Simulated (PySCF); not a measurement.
GeF₃: from structure and modes to constants

Method: UPBE0 in PySCF with Ge def2-TZVP, F def2-TZVP; no relativity; density-fitted integrals.

The doublet minimum has C3v symmetry. Masses (u): Ge 73.92118, F 18.99840.

```xyz
4
charge 0 multiplicity 2, angstrom
Ge    0.0000    0.0000   -0.2825
F     1.5922    0.0000    0.3701
F    -0.7961    1.3789    0.3701
F    -0.7961   -1.3789    0.3701
```

Harmonic wavenumbers (cm⁻¹): 210.1 (e, ×2), 263.3 (a1, ×1), 698.3 (a1, ×1), 726.8 (e, ×2).

Q: Find the vibrational entropy and heat capacity at 298.15 K.

A: With u = 1.43878 ω/T, each mode gives S = R[u/(eᵘ−1) − ln(1−e⁻ᵘ)] and C = R u² eᵘ/(eᵘ−1)².
```csv
ω (cm⁻¹),u,S (J/(mol K)),C (J/(mol K))
210.1 (×2),1.014,8.55,7.64
263.3,1.271,6.86,7.28
698.3,3.370,1.29,3.48
726.8 (×2),3.507,1.15,3.26
```
The sums over all modes are S = 27.6 and C = 32.6 J/(mol K); the softest mode gives 31 % of the entropy (each member, where degenerate).

Q: Give the standard entropy (298.15 K, 1 bar) by its translational, rotational, vibrational and spin parts, and Cp.

A: Sackur–Tetrode with M = 130.92 u gives 169.6; rotation with symmetry number 3 gives 97.1; vibration 27.6; spin R ln 2 = 5.8. The total is 300.1 J/(mol K), and Cp = 4 R + 32.6 = 65.8 J/(mol K).

Only a few start shapes were tried, so a lower isomer may exist.
